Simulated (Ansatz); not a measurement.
Reaction (hydrogenolysis of a B–Cl bond): `CB(Cl)N([SiH3])[SiH3]` + H₂ → `CBN([SiH3])[SiH3]` + HCl

Computed with Ansatz on PBE0-D4/def2-TZVP structures; ΔE is electronic, products minus reactants. CCSD(T)/CBS adds triple-zeta CCSD(T) − MP2 to the extrapolated MP2 energy (def2 sets, frozen cores). This one scheme is used for every species. Functionals use def2-TZVPP. Each species was taken in one conformer, which may not be the lowest.

```csv
level,ΔE (kcal/mol)
r2SCANh-D4,19.7
PBE0,17.2
```

Task: What does CCSD(T)/CBS give? (Best estimate.)

Result: The calculation gave: +18.5 kcal/mol. The listed levels differ from it by 1.2, -1.3 kcal/mol.

Largest T1 diagnostic among the species: 0.012.

The D4 term adds +3.0 kcal/mol with B3LYP and +1.6 kcal/mol with PBE0; it sums over pairs of atoms, weighted by their polarisabilities, and B3LYP, whose exchange is more repulsive, gets the larger term. In def2-TZVPP, CCSD(T) changes the Hartree–Fock value by +5.4 kcal/mol (the triples alone add +1.5 kcal/mol) and MP2 by +7.9 kcal/mol.

B3LYP here is the variant with VWN-RPA as its local correlation; programs differ in this.
